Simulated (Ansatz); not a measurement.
Frontier orbitals of H₂OZn, SMILES `[OH][ZnH]`.

The species carries charge 0 and has multiplicity 1. Correlated methods include outer-core shells of Zn, which these sets cover unevenly. Scalar relativity is left out up to krypton. Geometry: relaxed with PBE0-D4/def2-TZVP. Basis def2-TZVPP, Ansatz.

| functional | HOMO (eV) | LUMO (eV) | gap (eV) |
| --- | --- | --- | --- |
| PBE | -6.61 | -1.18 | 5.43 |
| BLYP | -6.53 | -1.19 | 5.34 |
| r2SCAN | -6.92 | -0.77 | 6.15 |
| PBE0 | -8.20 | -0.41 | 7.79 |
| HSE06 (plane-wave form) | -7.79 | -0.76 | 7.03 |
| ωB97M-V | -10.70 | 0.95 | 11.65 |
| HF | -11.96 | 1.78 | 13.74 |

A quarter of exact exchange (PBE0) shifts PBE's HOMO by −1.59 eV and its LUMO by +0.77 eV; full exchange at long range (ωB97M-V) shifts them by −4.09 and +2.13 eV. The gap opens from 5.43 to 11.66 eV, since occupied levels lose self-interaction and empty ones feel all the electrons. A positive LUMO is unbound and depends on the basis.
